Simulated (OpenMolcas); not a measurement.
Computed levels of 3s2 3p3 in ions with 15 electrons, in cm-1 above 4S* 3/2.

* Program: OpenMolcas 26.06
* Method: SS-CASPT2, IPEA 0.25 Eh, imaginary shift 0.1 Eh
* Basis: ANO-RCC-VQZP
* Scalar Hamiltonian: DKH2, point nucleus
* Spin-orbit coupling: state interaction with AMFI integrals over the reference wave functions, term energies averaged over their components

Active space for each ion: 3 electrons in 3 orbitals (3p); closed shells correlated by CASPT2: 2s 2p 3s.

```csv
Level,P,S+,Ar3+
2D* 3/2,11450,15030,21480
2D* 5/2,11450,15050,21580
2P* 1/2,19640,25670,36400
2P* 3/2,19650,25700,36540
```

**Question.** Estimate 2D* 3/2, 2D* 5/2 for Cl2+ from its neighbours S+ and Ar3+.

**Answer.** 2D* 3/2 is another term, which grows about linearly with the charge: (15030 + 21480) / 2 = 18255. The calculation gives 18380, so the estimate is off by -0.7 %; the measured value is 18053 (Moore, Atomic Energy Levels, vol. I, NSRDS-NBS 35 (1971 reprint of NBS Circular 467, 1949)).
2D* 5/2 is another term, which grows about linearly with the charge: (15050 + 21580) / 2 = 18315. The calculation gives 18440, so the estimate is off by -0.7 %; the measured value is 18120 (Moore, Atomic Energy Levels, vol. I, NSRDS-NBS 35 (1971 reprint of NBS Circular 467, 1949)).

Term energies are means over components that CASPT2 splits; among the terms shown or strongly mixed into the levels shown the widest spread is 240 cm-1 (3s2 3p3 2D*, S+). With the s shell closed, the reference lacks s² → p² mixing. Measured partners are found by configuration, term and J. A level has none where our copy of the source lacks it or the pairing is in doubt (some pairs that miss far off the trend of their configuration count as doubtful), and it then counts in no deviation. Levels of configurations outside the active space are missing.

* marks odd parity.
